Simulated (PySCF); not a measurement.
Changes within a family of molecules, several properties at once.

PySCF, CAM-B3LYP/def2-SVPD, density fitting, gas phase; each molecule at its own GFN2-xTB geometry, one conformer. Singlet excitations by full TDDFT with frozen cores and triplets by Tamm–Dancoff TDDFT. 

Torsions of the conformers computed, which needn't be the lowest (atom-mapped SMILES):
- `[CH2:1]=[C:2]([F:3])[C:4](=[O:5])[Cl:6]`: C1–C2–C4–O5 0°
- `[CH2:1]=[C:2]([O:3][CH3:4])[C:5](=[O:6])[Cl:7]`: C1–C2–O3–C4 0°, C1–C2–C5–O6 0°
- `[CH2:1]=[C:2]([CH2:3][CH3:4])[C:5](=[O:6])[Cl:7]`: C1–C2–C3–C4 102°, C1–C2–C5–O6 177°
- `[CH2:1]=[C:2]([C:3](=[O:4])[Cl:5])[CH:6]([CH3:7])[CH3:8]`: C1–C2–C3–O4 160°, C1–C2–C6–C7 108°
- `[CH2:1]=[CH:2][C:3](=[CH2:4])[C:5](=[O:6])[Cl:7]`: C1–C2–C3–C4 180°, C2–C3–C5–O6 0°
- `[CH2:1]=[C:2]([Cl:3])[C:4](=[O:5])[Cl:6]`: C1–C2–C4–O5 0°

Reference: `C=C(F)C(=O)Cl`, with HOMO energy -10.08 eV, LUMO energy -1.55 eV, lowest singlet excitation 4.52 eV, lowest triplet excitation 3.39 eV, mean polarisability 55.5 au and dipole moment 2.39 D.

Changes against it:

```
         molecule  Δ HOMO energy (eV)  Δ LUMO energy (eV)  Δ lowest singlet excitation (eV)  Δ lowest triplet excitation (eV)  Δ mean polarisability (au)  Δ dipole moment (D)
C=C(C(=O)Cl)C(C)C               +0.46               +0.56                             +0.08                             +0.25                       +33.0                +0.92
  C=CC(=C)C(=O)Cl               +1.30               +0.18                             -0.10                             -0.47                       +23.8                +0.80
   C=C(Cl)C(=O)Cl               +0.44               -0.04                             -0.12                             -0.15                       +11.1                +0.03
```

Rows whose labels were lost:

| row | Δ HOMO energy (eV) | Δ LUMO energy (eV) | Δ lowest singlet excitation (eV) | Δ lowest triplet excitation (eV) | Δ mean polarisability (au) | Δ dipole moment (D) |
| --- | --- | --- | --- | --- | --- | --- |
| P | +1.14 | +0.55 | +0.08 | -0.20 | +15.6 | +1.86 |
| Q | +0.37 | +0.42 | +0.01 | +0.17 | +21.9 | +0.93 |

Question: Which row belongs to which of `C=C(OC)C(=O)Cl` and `C=C(CC)C(=O)Cl`?

Answer: P = `C=C(OC)C(=O)Cl` and Q = `C=C(CC)C(=O)Cl`. P and Q are told apart most clearly by the HOMO energy (+1.14 against +0.37 eV).
